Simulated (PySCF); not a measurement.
Isomers of C9H14O, one GFN2-xTB conformer each. Single-point energies are computed at PBE0/pcSseg-1 (PySCF, gas phase, no added dispersion term), electronic only.

```csv
SMILES,GFN2-xTB relative energy (kcal/mol)
C=C1C[C@@H](C=O)[C@H]1CCC,44.3
O=C[C@@H]1C[C@H]2CC[C@@H](C1)C2,0.0
C=C1C[C@@H](C)[C@@H](C(C)=O)C1,18.5
CO[C@@H]1C[C@@H]2C=C[C@H]1CC2,12.1
C=C[C@@]12CC[C@@H](C1)[C@H]2OC,38.5
C=CC(=C)/C=C\OC(C)C,58.6
O=C1CCC(C2CC2)CC1,15.1
C[C@@]12C=C[C@@](CO)(CC1)C2,16.7
C=CC/C(=C\CC)C(C)=O,47.5
CCO/C=C\[C@@H]1CC12CC2,60.7
CC1=CC(=O)CC(C)(C)C1,8.0
```

Conformers: `[CH2:1]=[C:2]1[CH2:3][C@@H:4]([CH:5]=[O:6])[C@H:7]1[CH2:8][CH2:9][CH3:10]` with C3–C4–C5–O6 -126°, C4–C7–C8–C9 -61°, C7–C8–C9–C10 -62°; `[O:1]=[CH:2][C@@H:3]1[CH2:4][C@H:5]2[CH2:6][CH2:7][C@@H:8]([CH2:9]1)[CH2:10]2` with O1–C2–C3–C4 -115°; `[CH2:1]=[C:2]1[CH2:3][C@@H:4]([CH3:5])[C@@H:6]([C:7]([CH3:8])=[O:9])[CH2:10]1` with C4–C6–C7–C8 -79°, C1–C2–C3–C4 161°, C2–C3–C4–C5 -86°, C3–C4–C6–C7 -161°, C4–C6–C10–C2 26°; `[CH3:1][O:2][C@@H:3]1[CH2:4][C@@H:5]2[CH:6]=[CH:7][C@H:8]1[CH2:9][CH2:10]2` with C1–O2–C3–C4 -170°; `[CH2:1]=[CH:2][C@@:3]12[CH2:4][CH2:5][C@@H:6]([CH2:7]1)[C@H:8]2[O:9][CH3:10]` with C1–C2–C3–C4 -125°, C6–C8–O9–C10 176°; `[CH2:1]=[CH:2][C:3](=[CH2:4])/[CH:5]=[CH:6]\[O:7][CH:8]([CH3:9])[CH3:10]` with C1–C2–C3–C4 41°, C2–C3–C5–C6 11°, C5–C6–O7–C8 164°, C6–O7–C8–C9 161°; `[O:1]=[C:2]1[CH2:3][CH2:4][CH:5]([CH:6]2[CH2:7][CH2:8]2)[CH2:9][CH2:10]1` with C4–C5–C6–C7 -84°, O1–C2–C3–C4 126°, C2–C3–C4–C5 56°, C3–C4–C5–C6 180°, C5–C6–C7–C8 -109°; `[CH3:1][C@@:2]12[CH:3]=[CH:4][C@@:5]([CH2:6][OH:7])([CH2:8][CH2:9]1)[CH2:10]2` with C4–C5–C6–O7 70°, C5–C6–O7–H -54°; `[CH2:1]=[CH:2][CH2:3]/[C:4](=[CH:5]\[CH2:6][CH3:7])[C:8]([CH3:9])=[O:10]` with C1–C2–C3–C4 124°, C2–C3–C4–C5 -74°, C4–C5–C6–C7 -162°, C3–C4–C8–C9 -171°; `[CH3:1][CH2:2][O:3]/[CH:4]=[CH:5]\[C@@H:6]1[CH2:7][C:8]12[CH2:9][CH2:10]2` with C1–C2–O3–C4 168°, C2–O3–C4–C5 9°, C4–C5–C6–C7 -133°; `[CH3:1][C:2]1=[CH:3][C:4](=[O:5])[CH2:6][C:7]([CH3:8])([CH3:9])[CH2:10]1` with C2–C3–C4–O5 -175°, C3–C4–C6–C7 -36°, C4–C6–C7–C8 -64°, C6–C7–C10–C2 -50°.

Question: What does PBE0/pcSseg-1 give for the same structures?

Answer: 
```csv
SMILES,PBE0/pcSseg-1 E (Eh),PBE0/pcSseg-1 (kcal/mol),GFN2-xTB (kcal/mol),point group
CC1=CC(=O)CC(C)(C)C1,-426.05922,0.0,8.0,C1
O=C[C@@H]1C[C@H]2CC[C@@H](C1)C2,-426.05711,1.3,0.0,near Cs
C=C1C[C@@H](C)[C@@H](C(C)=O)C1,-426.03854,13.0,18.5,C1
O=C1CCC(C2CC2)CC1,-426.03698,14.0,15.1,Cs
C[C@@]12C=C[C@@](CO)(CC1)C2,-426.02292,22.8,16.7,C1
CO[C@@H]1C[C@@H]2C=C[C@H]1CC2,-426.02267,22.9,12.1,C1
C=CC/C(=C\CC)C(C)=O,-426.01020,30.8,47.5,C1
C=C1C[C@@H](C=O)[C@H]1CCC,-425.99180,42.3,44.3,C1
C=C[C@@]12CC[C@@H](C1)[C@H]2OC,-425.98052,49.4,38.5,C1
C=CC(=C)/C=C\OC(C)C,-425.97836,50.7,58.6,C1
CCO/C=C\[C@@H]1CC12CC2,-425.94896,69.2,60.7,C1
```

GFN2-xTB puts O=C[C@@H]1C[C@H]2CC[C@@H](C1)C2 lowest instead; measured from each level's own lowest isomer, the values differ by up to 16.7 kcal/mol (C=CC/C(=C\CC)C(C)=O: 47.5 against 30.8). As drawn, the lowest has a C=O bond, which the highest lacks; the highest has a three-membered ring, which the lowest lacks. Neighbours under 2.5 kcal/mol apart (CC1=CC(=O)CC(C)(C)C1 and O=C[C@@H]1C[C@H]2CC[C@@H](C1)C2; C=C1C[C@@H](C)[C@@H](C(C)=O)C1 and O=C1CCC(C2CC2)CC1; C[C@@]12C=C[C@@](CO)(CC1)C2 and CO[C@@H]1C[C@@H]2C=C[C@H]1CC2; C=C[C@@]12CC[C@@H](C1)[C@H]2OC and C=CC(=C)/C=C\OC(C)C) can change places with a better method, another conformer or zero-point energy.

Question: Which frontier levels, dipoles and rotational constants go with these structures?

Answer: 
```csv
SMILES,"HOMO (eV, PBE0/pcSseg-1)",LUMO (eV),dipole (D),"A, B, C (MHz)"
CC1=CC(=O)CC(C)(C)C1,-6.89,-1.25,4.32,"1523, 1359, 861.9"
O=C[C@@H]1C[C@H]2CC[C@@H](C1)C2,-7.18,-0.51,3.19,"2590, 963.0, 907.1"
C=C1C[C@@H](C)[C@@H](C(C)=O)C1,-6.94,-0.37,2.92,"2421, 930.7, 819.8"
O=C1CCC(C2CC2)CC1,-6.93,-0.36,3.27,"3424, 737.4, 648.7"
C[C@@]12C=C[C@@](CO)(CC1)C2,-7.05,0.29,1.64,"2980, 966.3, 929.9"
CO[C@@H]1C[C@@H]2C=C[C@H]1CC2,-6.91,0.60,1.23,"2461, 1112, 1082"
C=CC/C(=C\CC)C(C)=O,-7.10,-1.44,3.52,"1379, 1008, 628.7"
C=C1C[C@@H](C=O)[C@H]1CCC,-7.17,-0.68,2.65,"1484, 1144, 733.6"
C=C[C@@]12CC[C@@H](C1)[C@H]2OC,-6.71,0.34,1.10,"1717, 1399, 973.0"
C=CC(=C)/C=C\OC(C)C,-5.86,-0.62,2.53,"2285, 725.9, 622.3"
CCO/C=C\[C@@H]1CC12CC2,-6.02,1.00,1.26,"2966, 581.1, 545.1"
```

Question: As an exercise, what shares would exp(−E/RT) give at 500 K from these electronic energies alone (no entropy, no degeneracies)?

Answer: RT = 0.994 kcal/mol: CC1=CC(=O)CC(C)(C)C1 79.1 %, O=C[C@@H]1C[C@H]2CC[C@@H](C1)C2 20.9 %, C=C1C[C@@H](C)[C@@H](C(C)=O)C1 under 0.1 %, O=C1CCC(C2CC2)CC1 under 0.1 %, C[C@@]12C=C[C@@](CO)(CC1)C2 under 0.1 %, CO[C@@H]1C[C@@H]2C=C[C@H]1CC2 under 0.1 %, C=CC/C(=C\CC)C(C)=O under 0.1 %, C=C1C[C@@H](C=O)[C@H]1CCC under 0.1 %, C=C[C@@]12CC[C@@H](C1)[C@H]2OC under 0.1 %, C=CC(=C)/C=C\OC(C)C under 0.1 %, CCO/C=C\[C@@H]1CC12CC2 under 0.1 %.
